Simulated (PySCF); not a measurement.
Broadened absorption spectrum of BH7O3Si3

Compound: BH7O3Si3.
Numbering: `[BH2:1][SiH:2]1[O:3][SiH2:4][O:5][SiH2:6][O:7]1` (hydrogens: H8, H9 on B1; H10 on Si2; H11, H12 on Si4; H13, H14 on Si6)

Cartesian coordinates in Å at the PBE0-D3(BJ)/def2-SVP level; atoms count from 1:
```xyz
14
BH7O3Si3 angstrom
B      2.607    0.139   -0.076
Si     1.049    0.249    1.197
O      0.012    1.439    0.642
Si    -1.477    1.362   -0.093
O     -1.897   -0.243   -0.212
Si    -1.177   -1.640    0.334
O      0.235   -1.212    1.099
H      2.353   -0.025   -1.247
H      3.771    0.207    0.237
H      1.335    0.521    2.632
H     -2.476    2.078    0.742
H     -1.393    1.945   -1.458
H     -0.876   -2.515   -0.830
H     -2.073   -2.319    1.306
```

Theory: TDDFT CAM-B3LYP/def2-SVPD, vertical, gas phase, core orbitals frozen in the response in PySCF.

Computed states:

| state | E (eV) | f |
| --- | --- | --- |
| S1 | 3.85 | 0.0024 |
| S2 | 5.43 | 0.0001 |
| S3 | 6.32 | 0.0011 |
| S4 | 6.36 | 0.026 |
| S5 | 6.75 | 0.0029 |
| S6 | 6.88 | 0.0014 |
| S7 | 7.36 | 0.037 |
| S8 | 7.43 | 0.0000 |
| S9 | 7.49 | 0.0007 |
| S10 | 7.85 | 0.0005 |

Each state is given a Gaussian of 0.3 eV full width at half maximum, with ε(max) = 2.175×10⁸ f / Δν̃ (Δν̃ the width in cm⁻¹). The cross-section is σ = 3.8235×10⁻²¹ ε cm², given in Mb (10⁻¹⁸ cm²). The width is an assumption, not a result. The curve ends short of the highest state used, and states not computed would add to its high-energy end.

(1) What does the envelope look like, and where are its maxima?

(2) On this curve, what absorbance would a 10⁻⁵ mol/L sample give at 308 nm over a 1 cm path?

(3) Coming from long wavelengths, where does ε first pass 100 L mol⁻¹ cm⁻¹?

(4) Does any computed singlet lie in the visible range?

## Answers

(1) 
```
E (eV)  σ (Mb)
  3.40    0.00
  3.51    0.02
  3.62    0.17
  3.73    0.54
  3.84    0.83
  3.95    0.60
  4.06    0.21
  4.17    0.03
  4.28    0.00
  4.39    0.00
  4.50    0.00
  4.61    0.00
  4.72    0.00
  4.83    0.00
  4.94    0.00
  5.05    0.00
  5.16    0.00
  5.27    0.01
  5.38    0.03
  5.49    0.02
  5.60    0.01
  5.71    0.00
  5.82    0.00
  5.93    0.04
  6.04    0.45
  6.15    2.62
  6.26    7.16
  6.37    9.33
  6.48    5.87
  6.59    2.17
  6.70    1.32
  6.81    1.33
  6.92    0.93
  7.03    0.83
  7.14    3.13
  7.25    9.16
```

Maxima: 322 nm (3.85 eV), ε about 220, made up of S1 (100%); 228 nm (5.43 eV), ε about 7.2, made up of S2 (100%); 195 nm (6.35 eV), ε about 2500, made up of S4 (96%); 183 nm (6.77 eV), ε about 360, made up of S5 (72%) and S6 (25%) (hardly more than a shoulder) (ε in L mol⁻¹ cm⁻¹; maxima over ε = 5, shares over 10%). At its high-energy end, 7.25 eV, the curve is still rising (ε about 2400, from S7).

(2) 308 nm is 4.025 eV, where ε is about 82 L mol⁻¹ cm⁻¹, so A = ε c l ≈ 0.00082 (Beer–Lambert, with the gas-phase spectrum and the assumed width).

(3) At about 336 nm (3.69 eV), 0.16 eV below S1.

(4) No computed singlet lies in the visible range (380 to 750 nm); the lowest, at 322 nm, stands 0.58 eV above its violet end (3.26 eV); a Tamm–Dancoff triplet lies at 404 nm, without intensity as long as spin–orbit coupling is left out.

The vertical ionisation energy (ΔSCF) is 10.02 eV, 2.17 eV above S10.

One conformer stands for the species.
